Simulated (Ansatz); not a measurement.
**The HOMO–LUMO gap down a group: B to In**

Gas-phase molecules, one atom swapped for its congeners: BH2(CN); AlH2(CN); GaH2(CN); InH2(CN). All are singlets with charge 0.

Shapes, held fixed at every level: PBE0-D4/def2-TZVP. Programs: Ansatz 0.2.0. Values in eV.

Problem. How should the HOMO–LUMO gap change along the series?

Solution. At wB97M-V/def2-TZVPP the HOMO–LUMO gap falls at every step, from 10.77 to 10.19 eV. 2 of 6 levels show this order throughout; 2 agree on the largest and the smallest. For atoms past krypton def2 sets carry core potentials with scalar relativity. Relativity is left out for Ga. Orbital gaps aren't excitation energies, and the LUMO depends on the basis.

```json
{"level": "SPW92/def2-TZVPP", "BH2(CN)": "3.86", "AlH2(CN)": "4.39", "GaH2(CN)": "4.32", "InH2(CN)": "4.25"}
{"level": "PBE-D4/def2-TZVPP", "BH2(CN)": "4.03", "AlH2(CN)": "4.59", "GaH2(CN)": "4.48", "InH2(CN)": "4.40"}
{"level": "r2SCAN-D4/def2-TZVPP", "BH2(CN)": "4.61", "AlH2(CN)": "5.19", "GaH2(CN)": "5.03", "InH2(CN)": "4.95"}
{"level": "PBE0-D4/def2-TZVPP", "BH2(CN)": "6.40", "AlH2(CN)": "6.68", "GaH2(CN)": "6.59", "InH2(CN)": "6.38"}
{"level": "wB97X-V/def2-TZVPP", "BH2(CN)": "11.10", "AlH2(CN)": "11.08", "GaH2(CN)": "10.97", "InH2(CN)": "10.61"}
{"level": "wB97M-V/def2-TZVPP", "BH2(CN)": "10.77", "AlH2(CN)": "10.61", "GaH2(CN)": "10.60", "InH2(CN)": "10.19"}
```
